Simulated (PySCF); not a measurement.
Dipole polarisabilities along the third row, charge +2

Calculated with PySCF 2.14 for the ground configurations, without spin-orbit coupling: coupled response for Hartree-Fock and DFT. Mean α in bohr³, C₆ of like pairs in atomic units.

| species | α UHF | α PBE | α PBE0 | C₆ UHF | C₆ PBE | C₆ PBE0 |
| --- | --- | --- | --- | --- | --- | --- |
| Mg²⁺ [Ne] (aug-cc-pVQZ with one added diffuse shell each of s, p, d, f, g type, non-relativistic) | 0.3148 | 0.3569 | 0.3431 | 0.2156 | 0.2575 | 0.2435 |
| Al²⁺ [Ne] 3s1 (aug-cc-pV(Q+d)Z with one added diffuse shell each of s, p, d, f, g type, non-relativistic) | 15.40 | 13.59 | 14.13 | 43.75 | 36.17 | 38.32 |
| Si²⁺ [Ne] 3s2 (aug-cc-pV(Q+d)Z with one added diffuse shell each of s, p, d, f, g type, non-relativistic) | 12.59 | 11.68 | 11.94 | 44.98 | 39.99 | 41.37 |
| P²⁺ [Ne] 3s2 3p1 (aug-cc-pV(Q+d)Z with one added diffuse shell each of s, p, d, f, g type, non-relativistic) | 9.586 | 9.200 | 9.275 | 35.19 | 33.12 | 33.53 |
| S²⁺ [Ne] 3s2 3p2 (aug-cc-pV(Q+d)Z with one added diffuse shell each of s, p, d, f, g type, non-relativistic) | 7.506 | 7.309 | 7.322 | 27.36 | 26.45 | 26.52 |
| Cl²⁺ [Ne] 3s2 3p3 (aug-cc-pV(Q+d)Z with one added diffuse shell each of s, p, d, f, g type, non-relativistic) | 5.980 | 5.871 | 5.863 | 21.28 | 20.90 | 20.84 |
| Ar²⁺ [Ne] 3s2 3p4 (aug-cc-pV(Q+d)Z with one added diffuse shell each of s, p, d, f, g type, non-relativistic) | 4.798 | 4.830 | 4.798 | 16.82 | 16.96 | 16.81 |
